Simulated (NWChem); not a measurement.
System: BCl cation, doublet

The following NWChem deck was run.

```
start job
memory heap 200 mb stack 900 mb global 1100 mb
charge 1
geometry units angstroms noautoz
  B      0.000000     0.000000    -1.213359
  Cl     0.000000     0.000000     0.390309
end
basis spherical
  * library 3-21g
end
dft
  odft
  mult 2
  xc xpbe96 cpbe96
  iterations 150
  mulliken
end
task dft gradient
```

NWChem printed, in part:

```
             Northwest Computational Chemistry Package (NWChem) 7.3.0
             --------------------------------------------------------

 ORDER OF PRIMARY AXIS IS BEING SET TO 4
 C4V symmetry detected

                             Geometry "geometry" -> ""
                             -------------------------

 Output coordinates in angstroms (scale by  1.889725989 to convert to a.u.)

  No.       Tag          Charge          X              Y              Z
 ---- ---------------- ---------- -------------- -------------- --------------
    1 B                    5.0000     0.00000000     0.00000000    -1.23919800
    2 Cl                  17.0000     0.00000000     0.00000000     0.36447000

 Effective nuclear repulsion energy (a.u.)      28.0482407612

      Symmetry information
      --------------------

 Group name             C4v
 Group number             18
 Group order               8
 No. of unique centers     2

  pbe96 is a nonlocal functional; adding pw91lda local functional.

                                 NWChem DFT Module
                                 -----------------

 Summary of "ao basis" -> "ao basis" (spherical)
 ------------------------------------------------------------------------------
       Tag                 Description            Shells   Functions and Types
 ---------------- ------------------------------  ------  ---------------------
 B                           3-21g                   5        9   3s2p
 Cl                          3-21g                   7       13   4s3p

      Symmetry analysis of basis
      --------------------------

        a1         12
        a2          0
        b1          0
        b2          0
        e          10

            General Information
            -------------------
          SCF calculation type: DFT
          Wavefunction type:  spin polarized.
          No. of atoms     :     2
          No. of electrons :    21
           Alpha electrons :    11
            Beta electrons :    10
          Charge           :     1
          Spin multiplicity:     2
          Use of symmetry is: on ; symmetry adaption is: on
          Maximum number of iterations: 150
          AO basis - number of functions:    22
                     number of shells:    12
          Convergence on energy requested:  1.00D-06
          Convergence on density requested:  1.00D-05
          Convergence on gradient requested:  5.00D-04

              XC Information
              --------------
          PerdewBurkeErnzerhof Exchange Functional  1.000
            Perdew 1991 LDA Correlation Functional  1.000 local
           PerdewBurkeErnz. Correlation Functional  1.000 non-local

             Grid Information
             ----------------
          Grid used for XC integration:  medium
          Radial quadrature: Mura-Knowles
          Angular quadrature: Lebedev.
          Tag              B.-S. Rad. Rad. Pts. Rad. Cut. Ang. Pts.
          ---              ---------- --------- --------- ---------
          B                   0.85       49           7.0       434
          Cl                  1.00       88           7.0       590
          Grid pruning is: on
          Number of quadrature shells:   137
          Spatial weights used:  Erf1

      Superposition of Atomic Density Guess
      -------------------------------------

 Sum of atomic energies:        -481.68046094

 Renormalizing density from      22.00 to     21

      Non-variational initial energy
      ------------------------------

 Total energy =    -468.057965
 1-e energy   =    -687.601865
 2-e energy   =     191.495659
 HOMO         =      -0.592102
 LUMO         =      -0.282609

   Symmetry analysis of molecular orbitals - initial alpha
   -------------------------------------------------------

  Numbering of irreducible representations:

     1 a1          2 a2          3 b1          4 b2          5 e

  Orbital symmetries:

     1 a1          2 a1          3 a1          4 e           5 e
     6 a1          7 a1          8 a1          9 e          10 e
    11 a1         12 e          13 e          14 a1         15 a1
    16 a1         17 e          18 e          19 e          20 e
    21 a1

   Symmetry analysis of molecular orbitals - initial beta
   ------------------------------------------------------

  Numbering of irreducible representations:

     1 a1          2 a2          3 b1          4 b2          5 e

  Orbital symmetries:

     1 a1          2 a1          3 a1          4 e           5 e
     6 a1          7 a1          8 a1          9 e          10 e
    11 a1         12 e          13 e          14 a1         15 a1
    16 a1         17 e          18 e          19 e          20 e
    21 a1

     ---------------------------------------------
      Total Density - Mulliken Population Analysis
     ---------------------------------------------

    Atom       Charge   Shell Charges
 -----------   ------   -------------------------------------------------------
    1 B    5     3.69   1.99  0.48  0.33  0.84  0.05
    2 Cl  17    17.31   2.00  1.97  5.95  1.39  3.93  0.55  1.50

     --------------------------------------------
      Spin Density - Mulliken Population Analysis
     --------------------------------------------

    Atom       Charge   Shell Charges
 -----------   ------   -------------------------------------------------------
    1 B    5     0.89   0.01  0.17  0.11  0.61  0.00
    2 Cl  17     0.11   0.00  0.00  0.00  0.02  0.13 -0.02 -0.01

   convergence    iter        energy       DeltaE   RMS-Dens  Diis-err
 ---------------- ----- ----------------- --------- --------- ---------
 d= 0,ls=0.0,diis     1   -481.6906965491 -5.10D+02  8.94D-02  6.13D-01
                                                     8.32D-02  5.72D-01
 d= 0,ls=0.0,diis     2   -477.8224971484  3.87D+00  6.93D-02  5.13D+00
                                                     7.15D-02  5.95D+00
 d= 0,ls=0.0,diis     3   -481.9842631122 -4.16D+00  1.46D-02  2.87D-02
                                                     8.02D-03  1.83D-02
 d= 0,ls=0.0,diis     4   -482.0035992234 -1.93D-02  1.72D-03  2.81D-03
                                                     2.06D-03  2.88D-03
 d= 0,ls=0.0,diis     5   -482.0057271127 -2.13D-03  3.49D-04  7.97D-05
                                                     3.46D-04  9.89D-05
  Resetting Diis
 d= 0,ls=0.0,diis     6   -482.0057901634 -6.31D-05  7.21D-05  1.49D-06
                                                     9.81D-05  2.55D-06
 d= 0,ls=0.0,diis     7   -482.0057921933 -2.03D-06  7.32D-06  4.08D-09
                                                     2.42D-05  5.04D-08
 d= 0,ls=0.0,diis     8   -482.0057922149 -2.15D-08  1.28D-05  7.40D-08
                                                     8.05D-06  3.45D-08
 d= 0,ls=0.0,diis     9   -482.0057922458 -3.09D-08  3.67D-06  4.17D-09
                                                     8.05D-06  1.29D-08

         Total DFT energy =     -482.005792245802
      One electron energy =     -713.198783295863
           Coulomb energy =      234.777865375658
    Exchange-Corr. energy =      -31.633115086760
 Nuclear repulsion energy =       28.048240761164

 Numeric. integr. density =       20.999999216294

                  Occupations of the irreducible representations
                  ----------------------------------------------

                     irrep           alpha         beta
                     --------     --------     --------
                     a1                7.0          6.0
                     a2                0.0          0.0
                     b1                0.0          0.0
                     b2                0.0          0.0
                     e                 4.0          4.0

                    DFT Final Alpha Molecular Orbital Analysis
                    ------------------------------------------

 Vector    9  Occ=1.000000D+00  E=-6.624162D-01  Symmetry=e
              MO Center= -1.4D-16,  8.3D-16,  6.7D-02, r^2= 1.4D+00
   Bfn.  Coefficient  Atom+Function         Bfn.  Coefficient  Atom+Function
  ----- ------------  ---------------      ----- ------------  ---------------
    17      0.597547  2 Cl py                21      0.367997  2 Cl py
    13     -0.270905  2 Cl py                 4      0.256918  1 B  py
     8      0.120361  1 B  py                16     -0.098880  2 Cl px
    20     -0.060895  2 Cl px                12      0.044828  2 Cl px
     3     -0.042514  1 B  px

 Vector   10  Occ=1.000000D+00  E=-6.624162D-01  Symmetry=e
              MO Center=  8.4D-16,  1.4D-16,  6.7D-02, r^2= 1.4D+00
   Bfn.  Coefficient  Atom+Function         Bfn.  Coefficient  Atom+Function
  ----- ------------  ---------------      ----- ------------  ---------------
    16      0.597547  2 Cl px                20      0.367997  2 Cl px
    12     -0.270905  2 Cl px                 3      0.256918  1 B  px
     7      0.120361  1 B  px                17      0.098880  2 Cl py
    21      0.060895  2 Cl py                13     -0.044828  2 Cl py
     4      0.042514  1 B  py

 Vector   11  Occ=1.000000D+00  E=-5.971100D-01  Symmetry=a1
              MO Center=  2.2D-16, -8.3D-17, -1.5D+00, r^2= 1.5D+00
   Bfn.  Coefficient  Atom+Function         Bfn.  Coefficient  Atom+Function
  ----- ------------  ---------------      ----- ------------  ---------------
     6      0.663249  1 B  s                  5     -0.436799  1 B  pz
    18      0.284409  2 Cl pz                 2      0.247644  1 B  s
    22      0.183477  2 Cl pz                 1     -0.165458  1 B  s
    14     -0.126837  2 Cl pz                 9     -0.115979  1 B  pz
    19     -0.045710  2 Cl s                 15     -0.032202  2 Cl s

 Vector   12  Occ=0.000000D+00  E=-4.239459D-01  Symmetry=e
              MO Center=  1.6D-17,  4.5D-17, -9.6D-01, r^2= 1.8D+00
   Bfn.  Coefficient  Atom+Function         Bfn.  Coefficient  Atom+Function
  ----- ------------  ---------------      ----- ------------  ---------------
     4      0.589511  1 B  py                 8      0.476090  1 B  py
    17     -0.325226  2 Cl py                21     -0.322641  2 Cl py
     3      0.215619  1 B  px                 7      0.174134  1 B  px
    13      0.141550  2 Cl py                16     -0.118954  2 Cl px
    20     -0.118009  2 Cl px                12      0.051773  2 Cl px

 Vector   13  Occ=0.000000D+00  E=-4.239459D-01  Symmetry=e
              MO Center=  4.8D-17, -1.8D-17, -9.6D-01, r^2= 1.8D+00
   Bfn.  Coefficient  Atom+Function         Bfn.  Coefficient  Atom+Function
  ----- ------------  ---------------      ----- ------------  ---------------
     3      0.589511  1 B  px                 7      0.476090  1 B  px
    16     -0.325226  2 Cl px                20     -0.322641  2 Cl px
     4     -0.215619  1 B  py                 8     -0.174134  1 B  py
    12      0.141550  2 Cl px                17      0.118954  2 Cl py
    21      0.118009  2 Cl py                13     -0.051773  2 Cl py

 Vector   14  Occ=0.000000D+00  E=-1.715839D-01  Symmetry=a1
              MO Center= -2.1D-17, -2.0D-17, -6.8D-01, r^2= 2.9D+00
   Bfn.  Coefficient  Atom+Function         Bfn.  Coefficient  Atom+Function
  ----- ------------  ---------------      ----- ------------  ---------------
     6      1.613797  1 B  s                 19     -1.548262  2 Cl s
     9      1.410081  1 B  pz                22      1.160577  2 Cl pz
     5      0.531036  1 B  pz                18      0.370993  2 Cl pz
    15     -0.267207  2 Cl s                 11      0.211422  2 Cl s
    14     -0.153254  2 Cl pz                 2      0.105775  1 B  s

                     DFT Final Beta Molecular Orbital Analysis
                     -----------------------------------------

 Vector    8  Occ=1.000000D+00  E=-7.625923D-01  Symmetry=a1
              MO Center= -7.6D-17, -4.3D-17,  3.2D-01, r^2= 1.3D+00
   Bfn.  Coefficient  Atom+Function         Bfn.  Coefficient  Atom+Function
  ----- ------------  ---------------      ----- ------------  ---------------
    18      0.506164  2 Cl pz                19      0.388854  2 Cl s
    15      0.285506  2 Cl s                  6     -0.275817  1 B  s
    14     -0.235215  2 Cl pz                11     -0.225019  2 Cl s
     2     -0.218997  1 B  s                  5     -0.210374  1 B  pz
    22      0.191355  2 Cl pz                 1      0.128735  1 B  s

 Vector    9  Occ=1.000000D+00  E=-6.585106D-01  Symmetry=e
              MO Center=  5.1D-17, -1.6D-16,  1.6D-01, r^2= 1.3D+00
   Bfn.  Coefficient  Atom+Function         Bfn.  Coefficient  Atom+Function
  ----- ------------  ---------------      ----- ------------  ---------------
    17      0.597321  2 Cl py                21      0.379407  2 Cl py
    13     -0.270714  2 Cl py                 4      0.197954  1 B  py
    16     -0.192945  2 Cl px                20     -0.122555  2 Cl px
    12      0.087445  2 Cl px                 8      0.084692  1 B  py
     3     -0.063943  1 B  px                 7     -0.027357  1 B  px

 Vector   10  Occ=1.000000D+00  E=-6.585106D-01  Symmetry=e
              MO Center=  4.5D-17,  1.4D-17,  1.6D-01, r^2= 1.3D+00
   Bfn.  Coefficient  Atom+Function         Bfn.  Coefficient  Atom+Function
  ----- ------------  ---------------      ----- ------------  ---------------
    16      0.597321  2 Cl px                20      0.379407  2 Cl px
    12     -0.270714  2 Cl px                 3      0.197954  1 B  px
    17      0.192945  2 Cl py                21      0.122555  2 Cl py
    13     -0.087445  2 Cl py                 7      0.084692  1 B  px
     4      0.063943  1 B  py                 8      0.027357  1 B  py

 Vector   11  Occ=0.000000D+00  E=-4.842365D-01  Symmetry=a1
              MO Center= -8.3D-16, -7.6D-16, -1.4D+00, r^2= 1.6D+00
   Bfn.  Coefficient  Atom+Function         Bfn.  Coefficient  Atom+Function
  ----- ------------  ---------------      ----- ------------  ---------------
     6      0.919484  1 B  s                  5     -0.317936  1 B  pz
    18      0.297608  2 Cl pz                22      0.283143  2 Cl pz
    19     -0.252947  2 Cl s                  2      0.225271  1 B  s
     1     -0.185338  1 B  s                 14     -0.127155  2 Cl pz
    15     -0.089413  2 Cl s                 11      0.055289  2 Cl s

 Vector   12  Occ=0.000000D+00  E=-3.747782D-01  Symmetry=e
              MO Center=  6.3D-16,  9.0D-16, -1.1D+00, r^2= 1.7D+00
   Bfn.  Coefficient  Atom+Function         Bfn.  Coefficient  Atom+Function
  ----- ------------  ---------------      ----- ------------  ---------------
     4      0.516680  1 B  py                 8      0.436864  1 B  py
     3      0.357494  1 B  px                 7      0.302269  1 B  px
    17     -0.258299  2 Cl py                21     -0.249504  2 Cl py
    16     -0.178719  2 Cl px                20     -0.172634  2 Cl px
    13      0.110046  2 Cl py                12      0.076142  2 Cl px

 Vector   13  Occ=0.000000D+00  E=-3.747782D-01  Symmetry=e
              MO Center=  2.1D-16, -1.5D-16, -1.1D+00, r^2= 1.7D+00
   Bfn.  Coefficient  Atom+Function         Bfn.  Coefficient  Atom+Function
  ----- ------------  ---------------      ----- ------------  ---------------
     3      0.516680  1 B  px                 7      0.436864  1 B  px
     4     -0.357494  1 B  py                 8     -0.302269  1 B  py
    16     -0.258299  2 Cl px                20     -0.249504  2 Cl px
    17      0.178719  2 Cl py                21      0.172634  2 Cl py
    12      0.110046  2 Cl px                13     -0.076142  2 Cl py

[...]

                         DFT ENERGY GRADIENTS

    atom               coordinates                        gradient
                 x          y          z           x          y          z
   1 B       0.000000   0.000000  -2.341745    0.000000   0.000000   0.033027
   2 Cl      0.000000   0.000000   0.688748    0.000000   0.000000  -0.033027
```

Level: PBE/3-21G, spin-unrestricted. Geometry: optimised at PBE0/def2-SVP, spin-unrestricted. No stability test was run on the SCF state.
